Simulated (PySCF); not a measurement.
**How methods differ on the ionisation energy of As**

As [Ar] 3d10 4s2 4p3 (4S) → As⁺ [Ar] 3d10 4s2 4p2 (3P), as a difference of total energies. Calculation: PySCF 2.14, in aug-cc-pVTZ-PP with ECP10MDF (6s5p4d2f, 55 functions); scalar relativity through the core potential. Correlated levels: valence: 3s2 3p6 3d10 frozen. The calculations carry no spin-orbit coupling.

| method | ionisation energy (eV) |
| --- | --- |
| UHF | 9.415 |
| LDA | 9.983 |
| PBE | 9.844 |
| PBE0 | 9.914 |
| r2SCAN | 10.064 |
| M06 | 9.559 |
| B3LYP | 9.800 |
| HSE06 | 9.895 |
| SCS-MP2 (valence) | 9.754 |

Question: Estimate what BLYP gives.

Answer: 9.579 eV, closest to M06 among the rows shown.

Question: Estimate what MP2 (valence) gives.

Answer: 9.905 eV, closest to PBE0 among the rows shown.

Errors of the correlated levels include the incompleteness of this basis and the frozen core.

For comparison: 10.008 eV (measured; NIST levels, between the centres of gravity of the two terms).
